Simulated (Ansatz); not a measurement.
Geometry optimisation, Ansatz 0.2.0, UKS PBE/def2-SVP.

Input:

```yaml
crystal:
  periodic: [false, false, false]
  atoms:
    - { symbol: W, position_ang: [0.015562, -0.027455, -0.266489] }
    - { symbol: F, position_ang: [0.305072, -0.015973, 2.760601] }
    - { symbol: H, position_ang: [1.597337, 0.043209, 0.346137] }
    - { symbol: F, position_ang: [0.006216, 1.891628, -0.356242] }
    - { symbol: F, position_ang: [-1.495075, 0.007681, 0.859292] }
    - { symbol: F, position_ang: [0.045398, -1.928969, -0.186296] }
    - { symbol: O, position_ang: [0.273842, -0.013408, -2.110563] }
    - { symbol: H, position_ang: [0.277793, 0.863376, -2.554047] }
    - { symbol: H, position_ang: [-0.628345, -0.02769, 2.710507] }
magnetization:
  spin_polarized: true
  initial_magnetization: 1
basis:
  gaussian: { orbitals: def2-SVP }
hamiltonian:
  xc: pbe
relax:
  f_tol: 0.03
  max_steps: 50
```

Launched with:

```bash
$ ansatz run input.yaml --threads 4 --pin off --max-ram 5120MiB --backend cpu --events-out ev --progress --plain --runs-dir out
```

Where does it end, and by what steps?

The run converged. After 8 steps the energy has fallen by 0.145 eV; F2 moved furthest, 0.49 Å. Joined: W1–F2 (3.04 → 2.41 Å).

| step | energy less start (eV) | largest force component (eV/Å) | accepted |
| --- | --- | --- | --- |
| 0 | 0.0000 | 0.304 | yes |
| 1 | -0.0554 | 0.299 | yes |
| 2 | -0.1024 | 0.830 | yes |
| 3 | -0.0880 | 1.039 | no |
| 4 | -0.1347 | 0.175 | yes |
| 5 | -0.1385 | 0.231 | yes |
| 6 | -0.1430 | 0.150 | yes |
| 7 | -0.1449 | 0.077 | yes |
| 8 | -0.1454 | 0.019 | yes |

```xyz
9
Properties=species:S:1:pos:R:3
W 0.021 -0.026 -0.121
F 0.339 -0.019 2.269
H 1.659 0.048 0.340
F -0.028 1.893 -0.196
F -1.601 0.008 0.909
F 0.036 -1.930 -0.018
O 0.263 -0.023 -1.966
H 0.317 0.846 -2.419
H -0.608 -0.006 2.405
```

Whether the end is a true minimum wasn't checked by a vibrational analysis.

The run took 34 s on 4 threads of Arm Neoverse V1, with other jobs on the host, peak memory 0.21 GiB.
